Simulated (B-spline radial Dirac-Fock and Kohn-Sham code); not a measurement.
**X-ray scattering factor of Ru⁴⁺**

System: Ru⁴⁺, configuration 1s2 2s2 2p6 3s2 3p6 3d10 4s2 4p6 4d3 5s1 (an excited configuration).

The run's input, task.json:

```json
{"items": [{
  "Z": 44,
  "q": 4,
  "cfg": [[1, 0, 2], [2, 0, 2], [2, 1, 6], [3, 0, 2], [3, 1, 6], [3, 2, 10], [4, 0, 2], [4, 1, 6], [4, 2, 3], [5, 0, 1]],
  "A": 102,
  "rrms": 4.4809,
  "do": ["scatter"],
  "s": [0.0, 0.05, 0.1, 0.15, 0.2, 0.25, 0.3, 0.35, 0.4, 0.45, 0.5, 0.6, 0.7, 0.8, 0.9, 1.0, 1.1, 1.2, 1.4, 1.6, 1.8, 2.0, 2.5, 3.0, 3.5, 4.0, 5.0, 6.0],
  "pz": [0, 0.1, 0.2, 0.3, 0.4, 0.5, 0.6, 0.8, 1.0, 1.2, 1.4, 1.6, 1.8, 2.0, 2.5, 3.0, 4.0, 5.0, 7.0, 10.0, 15.0, 20.0, 30.0, 40.0, 60.0, 100.0],
  "hv_scatter": [2000, 5000, 8047.8, 17479.3, 20000, 30000, 100000, 200000]
}]}
```

Run with: `python xray_run.py task.json out`

The computed values come from a B-spline atomic structure program: relativistic Hartree-Fock (Dirac-Fock) wave functions, averaged over the configuration. f₀ is the Fourier transform of the spherical electron density, S the Waller-Hartree incoherent function, and s = sin θ/λ.

```
s (Å⁻¹)      f₀       S
      0  40.000   0.000
   0.05  39.527   0.570
    0.1  38.217   1.977
   0.15  36.330   3.682
    0.2  34.159   5.392
   0.25  31.930   7.046
    0.3  29.781   8.626
   0.35  27.784  10.113
    0.4  25.968  11.510
   0.45  24.343  12.828
    0.5  22.902  14.076
    0.6  20.498  16.331
    0.7  18.556  18.237
    0.8  16.885  19.844
    0.9  15.361  21.245
      1  13.934  22.514
    1.1  12.602  23.685
    1.2  11.379  24.774
    1.4   9.330  26.720
    1.6   7.832  28.381
    1.8   6.801  29.785
      2   6.102  30.969
    2.5   5.044  33.206
      3   4.247  34.773
    3.5   3.496  35.913
      4   2.838  36.742
      5   1.932  37.783
      6   1.468  38.374
```

f₀ starts at the number of electrons, 40, and has fallen to half at s ≈ 0.63 Å⁻¹. The sum of ⟨r²⟩ over the electrons is 26.18 bohr².
